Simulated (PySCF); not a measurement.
CrF3, neutral, multiplicity 4. Atoms are numbered in the order given.

```xyz
4

Cr     0.0000     0.0000     0.0000
F     -1.7126     0.0000     0.0000
F      0.8563     1.4832     0.0000
F      0.8563    -1.4832     0.0000
```
Charge 0, spin multiplicity 4.

Geometry optimised at TPSSh-D3(BJ)/def2-SVP. The multiplicity is an assumed one; other spin states were not compared.

Method: PBE/def2-TZVPD (PySCF).

Mulliken values depend strongly on the basis, most of all with diffuse functions as here. ESP charges are fitted to the potential on shells at 1.4 to 2.0 van der Waals radii. Atomic charges (e):

| atom | ESP fit | meta-Löwdin | Mulliken | Mulliken spin |
|---|---|---|---|---|
| Cr1 | … | 1.38 | 1.78 | 3.00 |
| F2 | … | -0.46 | -0.59 | 0.00 |
| F3 | … | -0.46 | -0.59 | 0.00 |
| F4 | … | -0.46 | -0.59 | 0.00 |

What belongs in the gaps? (The exact figures need the calculation; the answer reports its results.)


- Cr1, ESP fit: 0.85
- F2, ESP fit: -0.28
- F3, ESP fit: -0.28
- F4, ESP fit: -0.28
